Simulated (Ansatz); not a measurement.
Input for Ansatz (an electronic-structure program): R-r2SCAN/def2-TZVPP on HIMg (SMILES [MgH][I]), atoms moved off the minimum. Elements past Kr take the def2 small-core potentials; no spin–orbit coupling.

Ansatz 0.2 input:
```yaml
crystal:
  periodic: [false, false, false]
  atoms:
    - {symbol: Mg, position_ang: [-0.00800741, 0.07402578, -2.01563795]}
    - {symbol: H, position_ang: [-0.03221490, 0.07079068, -3.67990236]}
    - {symbol: I, position_ang: [0.01835494, -0.08631068, 0.44739012]}
basis:
  gaussian:
    orbitals: def2-TZVPP
hamiltonian:
  xc: {name: r2SCAN}
scf: {lower_state_search: off}
output: {forces: true}
```

The head of its log:

```
WARN ansatz: RAYON_NUM_THREADS=1 ignored (pool sized by the plan → 1); use --threads N
Functional definition: r2SCAN
these checks for a lower state are left out or cut short: stability, starts, cluster_reference, orbital_swaps, neighbouring_geometries, increment
integrals: 0.03 GiB planned
714 factors; their error is unknown
mean field: 0.22 GiB planned
mean field evaluation 1: about -13564.6387 eV, gradient 1.6e1 eV
mean field evaluation 2: about -13564.8155 eV, gradient 1.6e1 eV
```

**Question.** What total energy does the run end on?

**Answer.** -498.5272 hartree.
